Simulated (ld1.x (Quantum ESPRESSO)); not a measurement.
**What the settings do to the TM potential of Nb (Z = 41)**

Base potential:

niobium (Nb), norm-conserving Troullier–Martins (Kleinman–Bylander form), made with ld1.x (Quantum ESPRESSO) 7.5 (Wu–Cohen, scalar-relativistic). Core [Kr], reference 4d4 5s0 5p0 (charge +1). Waves: 5s (bound, empty): rc 2.20 bohr; 5p (bound, empty): rc 3.50 bohr; 4d (bound): rc 2.25 bohr. Local part: the d channel. Core correction: a·sin(br)/r model core inside 1.05 bohr.

All-electron outer shells of the reference configuration (Wu–Cohen, scalar-relativistic, ld1.x):

| shell | level (eV) | outermost node (bohr) | outermost maximum (bohr) |
| --- | --- | --- | --- |
| 4p | -40.93 | 0.54 | 1.12 |
| 5s | -9.35 | 1.40 | 2.89 |
| 4d | -9.29 | 0.55 | 1.49 |
| 5p | -5.62 | 1.61 | 3.67 |

Cutoffs, loose and tight: the cutoffs (Ry, on a coarse ladder) from which the occupation-weighted sum of valence levels, in a spherical-Bessel basis at the reference potential, stays within 10 and 1 mRy of its value at 400 Ry. They do not see the model core or the augmentation charge, which bear on the density cutoff. Test errors are all-electron minus pseudo excitation energies from the reference, over the configurations 4d4 5s1 5p0; 4d3 5s0 5p0; 4d2 5s0 5p0; 4d3 5s1 5p1; 4d4.5 5s0.5 5p0; 4d3 5s1 5p0; 4d4 5s0.5 5p0. A dash means not determined; rows that change the core or the reference have their own tests.

A true bound ghost makes a file unfit for plane-wave use even where its test errors are small: the radial tests pick states by their node count and pass the ghost by.

| change | outcome | cutoff, loose | cutoff, tight | bound ghosts | largest test error (meV) |
| --- | --- | --- | --- | --- | --- |
| base | generated | 30 Ry | 40 Ry | s, p | -573 |
| wave 4d (bound): rc 2.25 bohr becomes 4d (bound): rc 1.76 bohr | generated | 35 Ry | 45 Ry | s, p | -579 |
| wave 4d (bound): rc 2.25 bohr becomes 4d (bound): rc 2.18 bohr | generated | 35 Ry | 40 Ry | s, p | -574 |
| wave 4d (bound): rc 2.25 bohr becomes 4d (bound): rc 2.50 bohr | generated | 30 Ry | 35 Ry | s, p | -559 |
| wave 4d (bound): rc 2.25 bohr becomes 4d (bound): rc 2.64 bohr | generated | 30 Ry | 35 Ry | s, p | -546 |
| wave 4d (bound): rc 2.25 bohr becomes 4d (bound): rc 2.96 bohr | generated | 21 Ry | 30 Ry | s, p | -479 |
| wave 4d (bound): rc 2.25 bohr becomes 4d (bound): rc 3.34 bohr | generated | 18 Ry | 25 Ry | s | -330 |

**Question.** What comes out with this change to the base: wave 4d (bound): rc 2.25 bohr becomes 4d (bound): rc 1.46 bohr?

**Answer.** outcome: generated; cutoff, loose: 40 Ry; cutoff, tight: 50 Ry; bound ghosts: s, p; largest test error (meV): -578.

Reading the sweep of the d radius (base included, trends over the rows without a ghost): Bound ghosts are found at 1.46, 1.76, 2.18, 2.25, 2.5, 2.64, 2.96, 3.34 bohr. Every judged row has one, so this setting neither creates nor removes them.
